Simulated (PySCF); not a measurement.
## C⁺ (carbon, charge +1): UHF calculation

Configuration: [He] 2s2 2p1, 2P determinant. Calculation: PySCF 2.14, in x2c-SVPall (3s2p1d, 14 functions); scalar relativity by spin-free X2C-1e.

```json
{
  "Total energy": "-37.259161 hartree",
  "One-electron energy": "-47.5070 hartree",
  "Hartree (Coulomb) energy": "14.9822 hartree",
  "Exchange energy": "-4.7343 hartree",
  "⟨S²⟩": "0.7545",
  "⟨L²⟩": "2.010",
  "Sum of ⟨r⟩": "5.000 bohr",
  "Sum of ⟨r²⟩": "8.241 bohr²",
  "Traceless quadrupole moment −½Σ⟨3z² − r²⟩ along its main axis": "-1.10 e·bohr²",
  "Langevin diamagnetic susceptibility": "-6.53 ×10⁻⁶ cm³/mol",
  "Time after the integrals": "0.08 s of wall time on 1 thread of Neoverse-N1 (shared host)"
}
```

| shell | electrons | mean orbital energy (hartree) | rms radius, mean of both spins (bohr) |
| --- | --- | --- | --- |
| 1s α | 1 | -11.91997 | 0.311 |
| 1s β | 1 | -11.88853 | 0.311 |
| 2s α | 1 | -1.21052 | 1.63 |
| 2s β | 1 | -1.07533 | 1.63 |
| 2p α | 1 | -0.91695 | 1.65 |
